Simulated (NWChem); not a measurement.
System: selenophene (C$_{4}$H$_{4}$Se); SMILES c1cc[se]c1

Excerpt of the output:

```
             Northwest Computational Chemistry Package (NWChem) 7.3.0
             --------------------------------------------------------

 C2V symmetry detected

                             Geometry "geometry" -> ""
                             -------------------------

 Output coordinates in angstroms (scale by  1.889725989 to convert to a.u.)

  No.       Tag          Charge          X              Y              Z
 ---- ---------------- ---------- -------------- -------------- --------------
    1 C                    6.0000     0.00000000     0.71448000    -1.67287103
    2 C                    6.0000     0.00000000    -0.71448000    -1.67287103
    3 C                    6.0000     0.00000000    -1.28366600    -0.43108403
    4 Se                  34.0000     0.00000000     0.00000000     0.90605797
    5 C                    6.0000     0.00000000     1.28366600    -0.43108403
    6 H                    1.0000     0.00000000     1.30772800    -2.59003303
    7 H                    1.0000     0.00000000    -1.30772800    -2.59003303
    8 H                    1.0000     0.00000000    -2.34611100    -0.18922203
    9 H                    1.0000     0.00000000     2.34611100    -0.18922203

 Effective nuclear repulsion energy (a.u.)     312.3154252040

      Symmetry information
      --------------------

 Group name             C2v
 Group number             16
 Group order               4
 No. of unique centers     5

                                 NWChem DFT Module
                                 -----------------

 Summary of "ao basis" -> "ao basis" (spherical)
 ------------------------------------------------------------------------------
       Tag                 Description            Shells   Functions and Types
 ---------------- ------------------------------  ------  ---------------------
 C                           6-31g*                  6       14   3s2p1d
 Se                          6-31g*                 12       32   5s4p3d
 H                           6-31g*                  2        2   2s

      Symmetry analysis of basis
      --------------------------

        a1         39
        a2         11
        b1         15
        b2         31

            General Information
            -------------------
          SCF calculation type: DFT
          Wavefunction type:  closed shell.
          No. of atoms     :     9
          No. of electrons :    62
           Alpha electrons :    31
            Beta electrons :    31
          Charge           :     0
          Spin multiplicity:     1
          Use of symmetry is: on ; symmetry adaption is: on
          Maximum number of iterations: 150
          AO basis - number of functions:    96
                     number of shells:    44
          Convergence on energy requested:  1.00D-06
          Convergence on density requested:  1.00D-05
          Convergence on gradient requested:  5.00D-04

              XC Information
              --------------
                         B3LYP Method XC Potential
                     Hartree-Fock (Exact) Exchange  0.200
                        Slater Exchange Functional  0.800 local
                    Becke 1988 Exchange Functional  0.720 non-local
              Lee-Yang-Parr Correlation Functional  0.810
                  VWN I RPA Correlation Functional  0.190 local

             Grid Information
             ----------------
          Grid used for XC integration:  medium
          Radial quadrature: Mura-Knowles
          Angular quadrature: Lebedev.
          Tag              B.-S. Rad. Rad. Pts. Rad. Cut. Ang. Pts.
          ---              ---------- --------- --------- ---------
          C                   0.70       49          10.0       434
          Se                  1.15      112          10.0       590
          H                   0.35       45          11.0       434
          Grid pruning is: on
          Number of quadrature shells:   300
          Spatial weights used:  Erf1

      Superposition of Atomic Density Guess
      -------------------------------------

 Sum of atomic energies:       -2552.13929002

      Non-variational initial energy
      ------------------------------

 Total energy =   -2555.136201
 1-e energy   =   -4168.286342
 2-e energy   =    1300.834716
 HOMO         =      -0.244392
 LUMO         =       0.008890

      Symmetry analysis of molecular orbitals - initial
      -------------------------------------------------

  Numbering of irreducible representations:

     1 a1          2 a2          3 b1          4 b2

  Orbital symmetries:

     1 a1          2 a1          3 a1          4 b2          5 b1
     6 a1          7 b2          8 a1          9 b2         10 a1
    11 a1         12 b2         13 b1         14 b2         15 a1
    16 a1         17 b1         18 a2         19 a1         20 b2
    21 a1         22 a1         23 b2         24 a1         25 b2
    26 b1         27 a1         28 b2         29 a1         30 b1
    31 a2         32 b1         33 b2         34 a2         35 a1
    36 a1         37 b2         38 b2         39 a1         40 a1
    41 a1

   convergence    iter        energy       DeltaE   RMS-Dens  Diis-err
 ---------------- ----- ----------------- --------- --------- ---------
 d= 0,ls=0.0,diis     1  -2556.0365553262 -2.87D+03  8.31D-03  4.38D-01
 d= 0,ls=0.0,diis     2  -2556.0722892996 -3.57D-02  4.88D-03  1.28D-01
 d= 0,ls=0.0,diis     3  -2556.0726990113 -4.10D-04  2.57D-03  1.22D-01
 d= 0,ls=0.0,diis     4  -2556.0887976007 -1.61D-02  5.17D-04  2.32D-03
 d= 0,ls=0.0,diis     5  -2556.0890090048 -2.11D-04  2.33D-04  4.99D-04
  Resetting Diis
 d= 0,ls=0.0,diis     6  -2556.0890808368 -7.18D-05  4.78D-05  8.43D-06
 d= 0,ls=0.0,diis     7  -2556.0890823164 -1.48D-06  2.59D-05  1.43D-06
 d= 0,ls=0.0,diis     8  -2556.0890822326  8.38D-08  1.52D-05  2.26D-06
 d= 0,ls=0.0,diis     9  -2556.0890824746 -2.42D-07  2.42D-06  7.41D-08

         Total DFT energy =    -2556.089082474555
      One electron energy =    -4171.666128537510
           Coulomb energy =     1413.642242564106
    Exchange-Corr. energy =     -110.380621705199
 Nuclear repulsion energy =      312.315425204048

 Numeric. integr. density =       61.999996611127

                  Occupations of the irreducible representations
                  ----------------------------------------------

                     irrep           alpha         beta
                     --------     --------     --------
                     a1               15.0         15.0
                     a2                2.0          2.0
                     b1                5.0          5.0
                     b2                9.0          9.0

                       DFT Final Molecular Orbital Analysis
                       ------------------------------------

 Vector   29  Occ=2.000000D+00  E=-3.285558D-01  Symmetry=a1
              MO Center= -1.7D-16,  2.5D-15,  3.4D-01, r^2= 3.3D+00
   Bfn.  Coefficient  Atom+Function         Bfn.  Coefficient  Atom+Function
  ----- ------------  ---------------      ----- ------------  ---------------
    55      0.602589  4 Se pz                51     -0.260139  4 Se pz
    52     -0.205470  4 Se s                 56      0.185834  4 Se s
    33     -0.175620  3 C  pz                79     -0.175620  5 C  pz
    59      0.162919  4 Se pz                 5      0.141541  1 C  pz
    19      0.141541  2 C  pz                32     -0.126018  3 C  py

 Vector   30  Occ=2.000000D+00  E=-2.372352D-01  Symmetry=b1
              MO Center= -3.2D-13, -4.5D-15, -7.0D-02, r^2= 3.2D+00
   Bfn.  Coefficient  Atom+Function         Bfn.  Coefficient  Atom+Function
  ----- ------------  ---------------      ----- ------------  ---------------
    53      0.622734  4 Se px                57      0.289284  4 Se px
    49     -0.263022  4 Se px                 3     -0.258000  1 C  px
    17     -0.258000  2 C  px                 7     -0.196317  1 C  px
    21     -0.196317  2 C  px                45      0.078773  4 Se px

 Vector   31  Occ=2.000000D+00  E=-2.315895D-01  Symmetry=a2
              MO Center=  6.7D-17,  1.6D-14, -7.4D-01, r^2= 2.7D+00
   Bfn.  Coefficient  Atom+Function         Bfn.  Coefficient  Atom+Function
  ----- ------------  ---------------      ----- ------------  ---------------
    31      0.360247  3 C  px                77     -0.360247  5 C  px
    35      0.283890  3 C  px                81     -0.283890  5 C  px
     3     -0.218168  1 C  px                17      0.218168  2 C  px
     7     -0.153453  1 C  px                21      0.153453  2 C  px
    70     -0.049929  4 Se d -2              60      0.027810  4 Se d -2

 Vector   32  Occ=0.000000D+00  E=-1.243597D-02  Symmetry=b1
              MO Center=  2.7D-14,  4.2D-15, -4.3D-01, r^2= 3.4D+00
   Bfn.  Coefficient  Atom+Function         Bfn.  Coefficient  Atom+Function
  ----- ------------  ---------------      ----- ------------  ---------------
    35      0.458090  3 C  px                81      0.458090  5 C  px
    31      0.355671  3 C  px                77      0.355671  5 C  px
    53     -0.351860  4 Se px                57     -0.319744  4 Se px
     7     -0.261112  1 C  px                21     -0.261112  2 C  px
     3     -0.206929  1 C  px                17     -0.206929  2 C  px

 Vector   33  Occ=0.000000D+00  E= 1.288688D-02  Symmetry=b2
              MO Center= -4.8D-16,  1.2D-14,  7.9D-01, r^2= 3.6D+00
   Bfn.  Coefficient  Atom+Function         Bfn.  Coefficient  Atom+Function
  ----- ------------  ---------------      ----- ------------  ---------------
    58      0.931609  4 Se py                34      0.686880  3 C  s
    80     -0.686880  5 C  s                 54      0.452296  4 Se py
    37      0.292117  3 C  pz                83     -0.292117  5 C  pz
    33      0.213454  3 C  pz                79     -0.213454  5 C  pz
    50     -0.184118  4 Se py                90     -0.174894  6 H  s

 Vector   34  Occ=0.000000D+00  E= 7.438251D-02  Symmetry=a2
              MO Center= -2.9D-16, -1.5D-14, -1.3D+00, r^2= 2.8D+00
   Bfn.  Coefficient  Atom+Function         Bfn.  Coefficient  Atom+Function
  ----- ------------  ---------------      ----- ------------  ---------------
     7      0.653317  1 C  px                21     -0.653317  2 C  px
    35      0.402263  3 C  px                81     -0.402263  5 C  px
     3      0.396216  1 C  px                17     -0.396216  2 C  px
    31      0.214320  3 C  px                77     -0.214320  5 C  px
    70     -0.096801  4 Se d -2              60      0.039105  4 Se d -2

     Multipole analysis of the density
     ---------------------------------

     L   x y z        total         alpha         beta         nuclear
     -   - - -        -----         -----         ----         -------
     0   0 0 0     -0.000000    -31.000000    -31.000000     62.000000

     1   1 0 0     -0.000000     -0.000000     -0.000000      0.000000
     1   0 1 0     -0.000000     -0.000000     -0.000000      0.000000
     1   0 0 1     -0.184369     -0.092185     -0.092185      0.000000

     2   2 0 0    -33.444474    -16.722237    -16.722237      0.000000
     2   1 1 0      0.000000      0.000000      0.000000      0.000000
     2   1 0 1     -0.000000     -0.000000     -0.000000      0.000000
     2   0 2 0    -26.805770    -85.410075    -85.410075    144.014380
     2   0 1 1     -0.000000     -0.000000     -0.000000      0.000000
     2   0 0 2    -28.779256   -152.254349   -152.254349    275.729442

                                 NWChem DFT Module
                                 -----------------

      Symmetry analysis of basis
      --------------------------

        a1         39
        a2         11
        b1         15
        b2         31

            General Information
            -------------------
          SCF calculation type: DFT
          Wavefunction type:  spin polarized.
          No. of atoms     :     9
          No. of electrons :    61
           Alpha electrons :    31
            Beta electrons :    30
          Charge           :     1
          Spin multiplicity:     2
          Use of symmetry is: on ; symmetry adaption is: on
          Maximum number of iterations: 150
          AO basis - number of functions:    96
                     number of shells:    44
          Convergence on energy requested:  1.00D-06
          Convergence on density requested:  1.00D-05
          Convergence on gradient requested:  5.00D-04

              XC Information
              --------------
                         B3LYP Method XC Potential
                     Hartree-Fock (Exact) Exchange  0.200
                        Slater Exchange Functional  0.800 local
                    Becke 1988 Exchange Functional  0.720 non-local
              Lee-Yang-Parr Correlation Functional  0.810
                  VWN I RPA Correlation Functional  0.190 local

             Grid Information
             ----------------
          Grid used for XC integration:  medium
          Radial quadrature: Mura-Knowles
          Angular quadrature: Lebedev.
          Tag              B.-S. Rad. Rad. Pts. Rad. Cut. Ang. Pts.
          ---              ---------- --------- --------- ---------
          C                   0.70       49          10.0       434
          Se                  1.15      112          10.0       590
          H                   0.35       45          11.0       434
          Grid pruning is: on
          Number of quadrature shells:   300
          Spatial weights used:  Erf1

      Superposition of Atomic Density Guess
      -------------------------------------

 Sum of atomic energies:       -2552.13929002

 Renormalizing density from      62.00 to     61

      Non-variational initial energy
      ------------------------------

 Total energy =   -2529.529780
 1-e energy   =   -4101.055917
 2-e energy   =    1259.210712
 HOMO         =      -0.524893
 LUMO         =      -0.281532

   Symmetry analysis of molecular orbitals - initial alpha
   -------------------------------------------------------

  Numbering of irreducible representations:

     1 a1          2 a2          3 b1          4 b2

  Orbital symmetries:

     1 a1          2 a1          3 a1          4 b2          5 b1
     6 a1          7 b2          8 a1          9 b2         10 a1
    11 a1         12 b2         13 b1         14 b2         15 a1
    16 b1         17 a1         18 a2         19 a1         20 b2
    21 a1         22 a1         23 b2         24 a1         25 b1
    26 b2         27 a1         28 b2         29 a1         30 b1
    31 a2         32 b1         33 b2         34 a1         35 a2
    36 a1         37 b2         38 a1         39 b2         40 a1
    41 a1

   Symmetry analysis of molecular orbitals - initial beta
   ------------------------------------------------------

  Numbering of irreducible representations:

     1 a1          2 a2          3 b1          4 b2

  Orbital symmetries:

     1 a1          2 a1          3 a1          4 b2          5 b1
     6 a1          7 b2          8 a1          9 b2         10 a1
    11 a1         12 b2         13 b1         14 b2         15 a1
    16 b1         17 a1         18 a2         19 a1         20 b2
    21 a1         22 a1         23 b2         24 a1         25 b1
    26 b2         27 a1         28 b2         29 a1         30 b1
    31 a2         32 b1         33 b2         34 a1         35 a2
    36 a1         37 b2         38 a1         39 b2         40 a1
    41 a1

[...]
```

Level: B3LYP/6-31G* (spherical d), vertical spin-unrestricted ions. Coordinates come from a PBE0/def2-SVP optimisation.

Question: Which NWChem input produces such a log?

Answer: One answer among several that fit: the input that was run:
```
start job
memory heap 200 mb stack 900 mb global 1100 mb
geometry units angstroms noautoz
  C      0.000000     0.714480    -1.677268
  C      0.000000    -0.714480    -1.677268
  C      0.000000    -1.283666    -0.435481
  Se     0.000000     0.000000     0.901661
  C      0.000000     1.283666    -0.435481
  H      0.000000     1.307728    -2.594430
  H      0.000000    -1.307728    -2.594430
  H      0.000000    -2.346111    -0.193619
  H      0.000000     2.346111    -0.193619
end
basis spherical
  C library 6-31g*
  Se library 6-31g*
  H library 6-31g*
end
dft
  xc b3lyp
  iterations 150
  vectors input atomic output neutral.movecs
end
task dft energy
charge 1
dft
  odft
  mult 2
  vectors input atomic output cation.movecs
end
task dft energy
```
